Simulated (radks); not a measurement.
Charge is removed step by step from the 3p down level of the thallium ion Tl+, starting from [Ne] 3s2 3p(up 3, down 3) 3d10 4s2 4p6 4d10 4f14 5s2 5p6 5d10 6s2. All-electron calculation, scalar-relativistic Kohn-Sham, BLYP, spin-polarised, spherical densities, finite nucleus; Fermi nuclear charge, rms radius 5.4759 fm. Program: a radial shooting solver on a logarithmic mesh with Libxc functionals.

\begin{tabular}{lrrr}
removed (e) & E - E(0) (eV) & eigenvalue (eV) & E minus straight line (eV) \\ \hline
0 & 0.000 & -3032.4 & 0.000 \\
0.25 & 758.72 & -3048.6 & -6.141 \\
0.5 & 1521.5 & -3064.9 & -8.214 \\
0.75 & 2288.4 & -3081.4 & -6.180 \\
1 & 3059.4 & -3098.1 & 0.000 \\
\end{tabular}

Removing the whole electron costs 3059.4 eV by Delta-SCF, against 3032.4 eV from minus the eigenvalue at the starting occupation. Slater's transition state (half an electron removed) gives 3064.9 eV. Integrating minus the eigenvalue over the occupation (Janak's theorem) gives 3065.0 eV. In this scalar-relativistic scheme the density is built from large components alone, so the theorem holds only approximately. The mean slope of the eigenvalue, de/dn, is 65.7 eV per electron.
